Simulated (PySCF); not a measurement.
W(O)(NH)(OH)(NH2) (H₄N₂O₂W), SMILES [NH]=[W]([NH2])(=[O])[OH], multiplicity 1.

Coordinates come from a PBE0-D3(BJ)/def2-SVP optimisation. The multiplicity is an assumed one; no other spin state was optimised. The structure was generated by enumeration; whether it is a known compound was not checked. The def2 effective core potentials stand for the cores of W; spin–orbit coupling is left out. One conformer was computed; it need not be the lowest.

Two levels are set side by side: PBE/def2-TZVP (PySCF) and B3LYP/def2-TZVP (PySCF). Same geometry, gas phase. Differences are taken from unrounded values.

```tsv
quantity	B3LYP
orbital gap (eV)	6.50
highest occupied level (eV)	-7.60
lowest empty level (eV)	-1.10
dipole moment (D)	3.12
mean polarisability (bohr³)	59.4
```

Problem. What does PBE give, and how far is it from B3LYP? (Estimate from the structure and the level; the computed values follow.)

Solution. 
```csv
quantity,PBE,PBE minus B3LYP
orbital gap (eV),4.74,-1.76
highest occupied level (eV),-6.43,1.18
lowest empty level (eV),-1.69,-0.59
dipole moment (D),2.98,-0.13
mean polarisability (bohr³),61.1,1.7
```

PBE's occupied levels lie high since its potential decays too fast outside the molecule; exact exchange lowers them and widens the gap. Differences between two approximate levels are no errors against the true value.

Rough cost on one machine, each run with all the roots and properties that it gave: B3LYP against PBE within a factor of 2.
